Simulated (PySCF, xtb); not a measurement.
O₂Si, SMILES O=[Si]=O.

Geometry optimised at ωB97X-D3(BJ)/def2-TZVP.

Method: C-PCM-B3LYP/def2-SVP in PySCF.

The values are the electrostatic part of the solvation free energy, E(continuum) − E(gas) at the gas-phase geometry, in a cavity of scaled van der Waals radii (PySCF's table); cavitation and dispersion terms are not included. In vacuum the orbital gap is 5.94 eV. The dipole moment in vacuum is 0.00 D.

**Question.** Estimate the values in water (ε = 78.36), acetone (ε = 20.49), acetonitrile (ε = 35.69). (Estimate from the structure and the level; the computed values follow.)

**Answer.** 
| solvent | ε | ΔG(elec) (kcal/mol) | dipole (D) | gap (eV) |
|---|---|---|---|---|
| water | 78.36 | -6.1 | 0.00 | 6.13 |
| acetone | 20.49 | -5.9 | 0.00 | 6.12 |
| acetonitrile | 35.69 | -6.0 | 0.00 | 6.13 |

For comparison, GFN2-xTB/ALPB(water) (xtb, at the GFN2-xTB geometry, all terms of that model) gives 5.0 kcal/mol.
